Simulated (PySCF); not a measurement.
Zn(SeH)(GeH3) (GeH4SeZn), SMILES [GeH3][Zn][SeH].

The structure is a stationary point at B3LYP-D3(BJ)/def2-SVP. The structure was generated by enumeration; whether it is a known compound was not checked. Other conformers were not sampled.

Two levels are set side by side: TDA-PBE/def2-SVPD (PySCF) and TDA-B3LYP/def2-SVPD (PySCF). Vertical, same geometry. The lowest singlet is HOMO→LUMO 100 % with PBE and HOMO→LUMO 99 % with the other functional; states are paired by order. Differences are taken from unrounded values.

| quantity | TDA-B3LYP | TDA-PBE | TDA-PBE minus TDA-B3LYP |
|---|---|---|---|
| lowest singlet excitation (eV) | 4.31 | 3.97 | -0.34 |
| lowest triplet excitation (TDA) (eV) | 4.21 | 3.88 | -0.33 |
| first bright state (f over 0.05) (eV) | 5.89 | 5.69 | -0.20 |
| its oscillator strength | 0.84 | 0.65 | -0.19 |

A lower first singlet is the usual sign of a functional without exact exchange. Differences between two approximate levels are no errors against the true value.

Rough cost on one machine, each run with all the roots and properties that it gave: TDA-B3LYP against TDA-PBE about 2 times.
